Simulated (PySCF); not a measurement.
C7H15P.
Numbering: `[CH3:1][CH2:2][C@@H:3]1[CH2:4][P:5]1[CH:6]([CH3:7])[CH3:8]` (hydrogens: H9, H10, H11 on C1; H12, H13 on C2; H14 on C3; H15, H16 on C4; H17 on C6; H18, H19, H20 on C7; H21, H22, H23 on C8)

Computed by this run: PBE0-D3(BJ)/def2-SVP geometry optimisation, gas phase (PySCF 2.14.0); density fitting, grid level 1; the optimiser is geomeTRIC in internal coordinates, started from a GFN2-xTB structure with every atom displaced at random (about 0.01 Å).

Step 0: E = -16771.9202 eV
```
atom  x, y, z in Å  |  force x, y, z in eV/Å
C1      3.4571    0.7008    0.2087   -1.824   1.675   0.225
C2      2.1393    0.9784   -0.5684    0.366  -0.319   0.905
C3      0.9730    0.2073    0.0254    0.737   0.225  -0.059
C4      0.8695   -1.2440   -0.3260   -1.751   0.501   1.602
P5     -0.4947   -0.1724   -1.0192   -0.132  -0.071   0.310
C6     -1.7805   -0.3283    0.3615    0.219  -0.110  -0.566
C7     -2.8156   -1.3634   -0.0493   -0.583   1.028   0.714
C8     -2.4019    1.0316    0.6185   -0.939  -0.893  -0.710
H9      3.3289    1.0521    1.2603    0.155  -0.262  -0.393
H10     4.2614    1.2720   -0.2299    0.681   0.205  -0.258
H11     3.6711   -0.3368    0.2100    0.475  -1.446   0.028
H12     1.9249    2.0529   -0.5437   -0.065   0.204  -0.057
H13     2.2471    0.6974   -1.6178    0.111  -0.043  -0.383
H14     0.7768    0.4756    1.0763   -0.105  -0.107  -0.152
H15     0.5767   -1.9564    0.4654    0.129   0.176  -0.252
H16     1.5337   -1.6342   -1.0368    1.244  -0.669  -1.237
H17    -1.2721   -0.6670    1.2732    0.176  -0.086   0.127
H18    -3.5793   -1.4760    0.7427    0.031  -0.023  -0.087
H19    -3.3339   -1.0495   -0.9554   -0.211   0.104  -0.361
H20    -2.3868   -2.3212   -0.2319    0.576  -1.160  -0.199
H21    -1.6820    1.7565    0.9128    0.938   0.924   0.421
H22    -3.1525    0.9316    1.4084   -0.249   0.159   0.174
H23    -2.9041    1.4026   -0.2970    0.021  -0.012   0.207
```

Step 1: E = -16772.1039 eV
```
atom  x, y, z in Å  |  force x, y, z in eV/Å
C1      3.4988    0.6939    0.1276    0.110  -0.315   0.012
C2      2.1494    1.0002   -0.5093    0.157  -0.015  -0.279
C3      1.0099    0.2207    0.0998   -0.101   0.035   0.127
C4      0.8368   -1.2236   -0.2497    0.492  -0.142  -0.478
P5     -0.4808   -0.1280   -0.9503   -0.032  -0.043  -0.011
C6     -1.8104   -0.3170    0.3601    0.028   0.024   0.093
C7     -2.8170   -1.3747   -0.0700    0.121  -0.280  -0.140
C8     -2.4861    1.0268    0.5958    0.194   0.246   0.148
H9      3.5176    0.9680    1.1905   -0.056   0.067   0.143
H10     4.3205    1.2427   -0.3611   -0.062  -0.050  -0.033
H11     3.7319   -0.3917    0.0813   -0.056   0.306  -0.074
H12     1.9334    2.0813   -0.4419    0.002  -0.063  -0.002
H13     2.1994    0.7688   -1.5946   -0.034   0.073   0.200
H14     0.7942    0.4746    1.1463   -0.014   0.031  -0.012
H15     0.5656   -1.9329    0.5333   -0.079  -0.060   0.120
H16     1.5607   -1.6422   -0.9792   -0.340   0.126   0.255
H17    -1.3189   -0.6432    1.2956   -0.027   0.017  -0.051
H18    -3.6157   -1.4902    0.6784   -0.038   0.014   0.047
H19    -3.2942   -1.0998   -1.0257   -0.005  -0.002   0.018
H20    -2.3439   -2.3660   -0.2119   -0.064   0.198   0.034
H21    -1.7687    1.7908    0.9572   -0.148  -0.175  -0.085
H22    -3.2878    0.9390    1.3468   -0.019  -0.002   0.001
H23    -2.9386    1.4122   -0.3313   -0.028   0.009  -0.034
```

**Question.** Estimate the geometry and energy of step 2. (The exact step hangs on the optimiser's Hessian estimate; all steps are aligned on step 1, rigid shifts and turns removed.)

**Answer.** E = -16772.1168 eV, largest force 0.137 eV/Å
```
atom  x, y, z in Å  |  force x, y, z in eV/Å
C1      3.4895    0.6918    0.1442    0.034  -0.056   0.087
C2      2.1516    0.9972   -0.5134    0.029  -0.003  -0.036
C3      1.0062    0.2152    0.0866   -0.017   0.000  -0.019
C4      0.8354   -1.2296   -0.2726    0.113  -0.063  -0.044
P5     -0.4853   -0.1306   -0.9633   -0.022   0.017   0.013
C6     -1.8050   -0.3100    0.3588   -0.023   0.020   0.010
C7     -2.8060   -1.3802   -0.0595    0.006  -0.054  -0.014
C8     -2.4792    1.0373    0.5945    0.036   0.033   0.013
H9      3.4844    0.9637    1.2130   -0.016   0.002  -0.032
H10     4.3116    1.2454   -0.3348    0.000  -0.001  -0.005
H11     3.7260   -0.3840    0.0856   -0.001   0.048  -0.024
H12     1.9320    2.0753   -0.4416   -0.008   0.005   0.000
H13     2.2106    0.7759   -1.5939   -0.008   0.001   0.018
H14     0.7864    0.4686    1.1323   -0.005  -0.004  -0.010
H15     0.5581   -1.9418    0.5119   -0.024   0.026   0.005
H16     1.5393   -1.6491   -1.0043   -0.066   0.029   0.039
H17    -1.3060   -0.6296    1.2904    0.002   0.002  -0.002
H18    -3.5989   -1.4960    0.6978   -0.004   0.004   0.000
H19    -3.2933   -1.1174   -1.0131   -0.005   0.006   0.008
H20    -2.3236   -2.3615   -0.1952    0.000   0.031   0.011
H21    -1.7612    1.7974    0.9427   -0.012  -0.031  -0.014
H22    -3.2749    0.9535    1.3530   -0.004  -0.007  -0.005
H23    -2.9416    1.4180   -0.3313   -0.006  -0.007   0.002
```

The energy changes by -0.0129 eV. The first-order estimate −F·Δx gives -0.0224 eV and the mean of the old and new forces, exact on a quadratic surface, -0.0131 eV. The step makes an angle of 79° with the force vector and moves no atom by more than 0.040 Å.

The cost below is that of the whole optimisation. Hardware: Arm Neoverse V2, one thread, shared host with 96 logical CPUs at a one-minute load of 67. Cost: 2.0 min, 0.79 GiB resident at most.
